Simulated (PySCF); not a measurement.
Run record for `F[SiH2][AsH][SiH2]F`: WP04/3-21G, IEF-PCM water, grid level 1, start guess huckel, full TDDFT, 1 singlet.

Method: TDDFT WP04/3-21G, vertical, IEF-PCM water (non-equilibrium linear response), core orbitals frozen in the response (PySCF 2.14.0, density-fitted response routines). Geometry: GFN2-xTB. The input is one job of a driver script: a line of settings, then coordinates in Å.

Command:
```bash
OMP_NUM_THREADS=1 python probes_run.py task.json out
```

Input:
```
{"job": {"kind": "uv", "xc": "WP04", "basis": "3-21G", "solvent": "water", "nstates": 1, "ntriplets": 2, "tda": false, "grid": 1, "scf": {"guess": "huckel"}}, "charge": 0, "multiplicity": 1}
F     -2.317133     1.240294     0.379038
Si    -1.748974    -0.236750     0.049850
As     0.020894     0.122114    -1.401078
Si     1.733057     0.315867     0.146736
F      1.798843     1.892936     0.494764
H     -2.892936    -0.905410    -0.568081
H     -1.499373    -0.795082     1.380659
H      0.262148    -1.360577    -1.569437
H      1.592225    -0.305944     1.465074
H      3.060132     0.037205    -0.400052
```

**Question.** What does the run print?

**Answer.** 
```
final grid: 43120 points
cycle   1  E = -3023.3107709395  dE = -2.646e-02  |g| = 2.233e+00  |ddm| = 5.132e+00
cycle   2  E = -3023.1616783555  dE =  1.491e-01  |g| = 2.797e+00  |ddm| = 4.451e+00
cycle   3  E = -3024.2892189696  dE = -1.128e+00  |g| = 2.854e-01  |ddm| = 1.745e+00
cycle   4  E = -3024.3114794080  dE = -2.226e-02  |g| = 4.573e-02  |ddm| = 4.704e-01
cycle   5  E = -3024.3122022570  dE = -7.228e-04  |g| = 1.159e-02  |ddm| = 8.637e-02
cycle   6  E = -3024.3122352417  dE = -3.298e-05  |g| = 2.053e-03  |ddm| = 1.830e-02
cycle   7  E = -3024.3122367993  dE = -1.558e-06  |g| = 2.833e-04  |ddm| = 4.146e-03
cycle   8  E = -3024.3122368329  dE = -3.368e-08  |g| = 5.607e-05  |ddm| = 5.948e-04
cycle   9  E = -3024.3122368335  dE = -5.612e-10  |g| = 3.009e-05  |ddm| = 8.222e-05
converged SCF energy = -3024.3122368335

Static polarisability (au): isotropic 88.435, principal 63.444 90.667 111.196

Singlet excitations
state   eV       nm        f      main configurations
  1   6.0693    204.3   0.08638   H->L 0.96

Triplet excitations (Tamm-Dancoff, eV): 5.3377 5.6891
```

H and L stand for HOMO and LUMO; the number after each pair is its weight.

**Question.** Give the mean polarisability as a volume in Å³, and the ratio of the largest to the smallest principal value.

**Answer.** 88.435 au × 0.148185 = 13.10 Å³; 111.196/63.444 = 1.75.

**Question.** Give S1 in cm⁻¹ and kJ/mol.

**Answer.** 6.0693 eV × 8065.54 = 48952 cm⁻¹; × 96.485 = 585.6 kJ/mol.

In short: SCF converged in 9 cycles with 76 basis and 766 fitting functions; HOMO -8.65 eV, LUMO -2.19 eV; lowest singlet 6.07 eV; lowest triplet 5.34 eV (Tamm–Dancoff); mean polarisability 88.4 au.

One conformer (not necessarily the lowest) at the GFN2-xTB geometry, without vibrations or thermal averaging. The WP04/3-21G calculation is non-relativistic and has no spin–orbit coupling, an omission that weighs most on arsenic.

**Question.** How long does this job take on one thread, Arm Neoverse V1 (aarch64), on a shared host? And the peak memory of the process?

**Answer.** About 4.3 s, with 0.50 GiB resident at the peak, the Python interpreter and its libraries included.

Conformer computed: `[F:1][SiH2:2][AsH:3][SiH2:4][F:5]`: F1–Si2–As3–Si4 90°, Si2–As3–Si4–F5 -90°.
